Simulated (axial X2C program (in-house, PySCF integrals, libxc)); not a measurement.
Worked dissociation energy of BeSi⁻: MP2, two-component

Computed with an in-house relativistic program for diatomic molecules. Two-component (2c) means X2C with spin–orbit coupling and atomic mean-field two-electron Coulomb terms, the Gaunt term switched off. Basis: Si dyall-av3z [9s8p3d2f], Be dyall-av3z [9s9p4d2f] (cores contracted in-house); Gaussian nuclei, density fitting, unrestricted open shells. Masses: Si 27.977 u, Be 9.012 u.

Molecular state: Ω = 3/2 (⟨Sz⟩ = 1.50, ⟨Lz⟩ = 0.00 at HF).

Correlated methods: 7 electrons correlated (number of frozen shells: Si 2 s, 1 p; Be 1 s), 211 virtual spin orbitals or spinors in MP2.

* E(Si-) (2M_J = 3): -289.593131 hartree
* E(Be) (2M_J = 0): -14.605044 hartree
* E(BeSi⁻) at Re: -304.252762 hartree
* ωe: 548.8 cm⁻¹

Problem. Work out De and D0.

Solution. De = -289.593131 + (-14.605044) − (-304.252762) = 0.05459 hartree = 1.485 eV. The zero-point energy is ωe/2 = 274 cm⁻¹ = 0.034 eV, so D0 = 1.451 eV.

Occupations by symmetry block were frozen at the best pattern of an incomplete PBE0 search. De is counted from the lowest determinant-based energies of the atoms at the same level, without counterpoise correction. Other states lie close and PBE0, whose exact exchange favours high spin, may order them wrongly; the determinant shown need not be the ground state. The nearest other 2c determinant of the search, Ω = 1/2, lies 0.13 eV up at the distance of the search. With several unpaired electrons one determinant need not be a pure state. Some points did not converge and are left out. This is the top spin component of a Σ state; components of lower Ω are not single determinants and can lie lower.

Each atomic determinant is the lowest at this level and need not be a pure J level. Totals compare only within one Hamiltonian and basis.
